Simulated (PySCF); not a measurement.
**TeH: energy against distance**

Set-up: Te cc-pVTZ-PP with ECP28, H cc-pVTZ; scalar-relativistic core potentials (PySCF 2.14). Energies in eV from Te + H in their ground configurations at the same level. State: ²Π (doublet), unpaired electrons π ↑.

```json
{"R (Å)": "1.431", "PBE0": "-2.261"}
{"R (Å)": "1.498", "PBE0": "-2.613"}
{"R (Å)": "1.564", "PBE0": "-2.814"}
{"R (Å)": "1.614", "PBE0": "-2.888"}
{"R (Å)": "1.664", "PBE0": "-2.909"}
{"R (Å)": "1.714", "PBE0": "-2.888"}
{"R (Å)": "1.780", "PBE0": "-2.808"}
{"R (Å)": "1.864", "PBE0": "-2.648"}
{"R (Å)": "1.964", "PBE0": "-2.396"}
{"R (Å)": "2.097", "PBE0": "-2.005"}
```

**Question.** Put a parabola through the three lowest points of the PBE0 curve and estimate Re, k and ωe (reduced mass 1.0 u; 1 eV/Å² = 0.16022 mdyn/Å; ωe = 1302.8·√(k/μ) cm⁻¹).

**Answer.** Through R = 1.614, 1.664, 1.714 Å the second-order coefficient is 8.40 eV/Å², so Re ≈ 1.664 Å, k ≈ 2.69 mdyn/Å and ωe ≈ 2137 cm⁻¹. A polynomial fit of higher order to the unrounded PBE0 energies gives Re = 1.662 Å, k = 2.72 mdyn/Å, ωe = 2150 cm⁻¹; anharmonicity and rounding make the difference.

The higher-order fit for each curve: PBE0: Re = 1.662 Å, ωe = 2150 cm⁻¹, De = 2.91 eV.

These are scalar-relativistic numbers at best; spin–orbit coupling would shift them, the dissociation energy most. The state is the lowest determinant that a PBE0 search found; another state may lie lower at other levels.
